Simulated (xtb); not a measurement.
xtb input (GFN2-xTB):

```bash
xtb mol.xyz --gfn 2 --sp --chrg 0 --uhf 0
```
mol.xyz:
```
9

C     -2.67347279    -0.37314911    -0.13158466
O     -1.40055266    -0.93165584    -0.47317466
Ge     0.07131347    -0.08205459    -0.04701274
Cl     0.19793737     0.18534627     2.07774674
Cl     1.68712755    -1.27362923    -0.74563064
Cl     0.11448856     1.85628092    -0.96523441
H     -2.78045700    -0.26226885     0.94997175
H     -3.42540509    -1.07180740    -0.49460515
H     -2.82332011     0.59599939    -0.61304215
```

End of the output:

```
         :::::::::::::::::::::::::::::::::::::::::::::::::::::
         ::                     SUMMARY                     ::
         :::::::::::::::::::::::::::::::::::::::::::::::::::::
         :: total energy             -23.470741246999 Eh    ::
         :: gradient norm              0.019988121012 Eh/a0 ::
         :: HOMO-LUMO gap              5.091465313065 eV    ::
         ::.................................................::
         :: SCC energy               -23.537955543831 Eh    ::
         :: -> isotropic ES            0.008999194402 Eh    ::
         :: -> anisotropic ES         -0.000173043562 Eh    ::
         :: -> anisotropic XC          0.001874996544 Eh    ::
         :: -> dispersion             -0.008766831178 Eh    ::
         :: repulsion energy           0.067214296832 Eh    ::
         :: add. restraining           0.000000000000 Eh    ::
         :: total charge               0.000000000000 e     ::
         :::::::::::::::::::::::::::::::::::::::::::::::::::::

           -------------------------------------------------
          |                Property Printout                |
           -------------------------------------------------

    * Orbital Energies and Occupations

         #    Occupation            Energy/Eh            Energy/eV
      -------------------------------------------------------------
         1        2.0000           -1.0732374             -29.2043
       ...           ...                  ...                  ...
         7        2.0000           -0.5575755             -15.1724
         8        2.0000           -0.5565177             -15.1436
         9        2.0000           -0.5517757             -15.0146
        10        2.0000           -0.4982157             -13.5571
        11        2.0000           -0.4945746             -13.4581
        12        2.0000           -0.4791074             -13.0372
        13        2.0000           -0.4647017             -12.6452
        14        2.0000           -0.4640728             -12.6281
        15        2.0000           -0.4552527             -12.3881
        16        2.0000           -0.4551908             -12.3864
        17        2.0000           -0.4537900             -12.3483
        18        2.0000           -0.4529356             -12.3250
        19        2.0000           -0.4514089             -12.2835 (HOMO)
        20                         -0.2643010              -7.1920 (LUMO)
        21                         -0.1172475              -3.1905
        22                         -0.1113078              -3.0288
        23                         -0.0972176              -2.6454
        24                         -0.0073877              -0.2010
        25                         -0.0072356              -0.1969
        26                         -0.0058160              -0.1583
        27                         -0.0055650              -0.1514
        28                         -0.0049723              -0.1353
        29                         -0.0044561              -0.1213
        30                         -0.0043217              -0.1176
       ...                                ...                  ...
        47                          1.1656001              31.7176
      -------------------------------------------------------------
                  HL-Gap            0.1871079 Eh            5.0915 eV
             Fermi-level           -0.3578549 Eh           -9.7377 eV

     #   Z          covCN         q      C6AA      α(0)
     1   6 C        3.703     0.037    20.103     6.410
     2   8 O        1.628    -0.320    19.378     5.942
     3  32 Ge       3.308     0.393   179.110    24.803
     4  17 Cl       0.815    -0.108   102.429    15.482
     5  17 Cl       0.816    -0.077   101.451    15.408
     6  17 Cl       0.815    -0.108   102.429    15.482
     7   1 H        0.924     0.055     2.255     2.348
     8   1 H        0.925     0.073     2.058     2.243
     9   1 H        0.924     0.055     2.255     2.348

 Mol. C6AA /au·bohr⁶  :       3222.053478
 Mol. C8AA /au·bohr⁸  :     145675.033422
 Mol. α(0) /au        :         90.467705

Wiberg/Mayer (AO) data.
largest (>0.10) Wiberg bond orders for each atom

 ---------------------------------------------------------------------------
     #   Z sym  total        # sym  WBO       # sym  WBO       # sym  WBO
 ---------------------------------------------------------------------------
     1   6 C    3.931 --     7 H    0.980     9 H    0.980     8 H    0.975
                             2 O    0.959
     2   8 O    2.297 --     3 Ge   1.048     1 C    0.959
     3  32 Ge   4.318 --     5 Cl   1.111     6 Cl   1.061     4 Cl   1.061
                             2 O    1.048
     4  17 Cl   1.378 --     3 Ge   1.061     6 Cl   0.109     5 Cl   0.107
     5  17 Cl   1.414 --     3 Ge   1.111     6 Cl   0.107     4 Cl   0.107
     6  17 Cl   1.378 --     3 Ge   1.061     4 Cl   0.109     5 Cl   0.107
     7   1 H    0.997 --     1 C    0.980
     8   1 H    0.995 --     1 C    0.975
     9   1 H    0.997 --     1 C    0.980
 ---------------------------------------------------------------------------

Topologies differ in total number of bonds
Writing topology from bond orders to xtbtopo.mol

molecular dipole:
                 x           y           z       tot (Debye)
 q only:       -0.650       0.132       0.090
   full:       -0.763       0.109       0.081       1.970
molecular quadrupole (traceless):
                xx          xy          yy          xz          yz          zz
 q only:        6.289      -0.170      -3.338      -0.343      -0.289      -2.952
  q+dip:        4.495       0.324      -2.721       0.017      -0.758      -1.774
   full:        5.836       0.167      -3.341      -0.127      -0.669      -2.495

           -------------------------------------------------
          | TOTAL ENERGY              -23.470741246999 Eh   |
          | GRADIENT NORM               0.019988121012 Eh/α |
          | HOMO-LUMO GAP               5.091465313065 eV   |
Note: The following floating-point exceptions are signalling: IEEE_UNDERFLOW_FLAG IEEE_DENORMAL
normal termination of xtb
           -------------------------------------------------

------------------------------------------------------------------------
------------------------------------------------------------------------
 total:
 SCF:
```
